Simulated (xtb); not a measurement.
The molecule CoN, multiplicity 5 (lowest of 2S+1 = 1, 3, 5, 7 at CCSD(T)/def2-TZVPP on PBE0 minima; our sources give no spin for the ground state, which may be another). No spin–orbit coupling. Co is treated without relativity.

The constants come from a fifth-degree fit in 1/R (seven points, main isotopes). Runs in def2 and cc sets follow the lowest solution found near the PBE0 minimum.

The values were computed with xtb for the GFN methods. Values without a source in brackets are computed. The GFN methods have no spin term and hold the electronic entropy of 300 K.

Energies at GFN1-xTB:

```tsv
R (Å)	E (hartree)
1.508091	-6.42421147
1.548631	-6.43252205
1.585928	-6.43683306
1.628090	-6.43883133
1.670252	-6.43857798
1.718900	-6.43630392
1.775656	-6.43185535
```

With a reduced mass of 11.3146 u, find the minimum, the force constant and the constants.

A fifth-degree polynomial in 1/R puts the minimum at r_e = 1.6431 Å with force constant 488 N/m. Then ω_e = (1/2πc)√(k/μ) = 856 cm⁻¹ and B_e = h/(8π²cμr_e²) = 0.5519 cm⁻¹; the cubic and quartic terms give α_e = 0.0069 and ω_e x_e = 8.9 cm⁻¹.
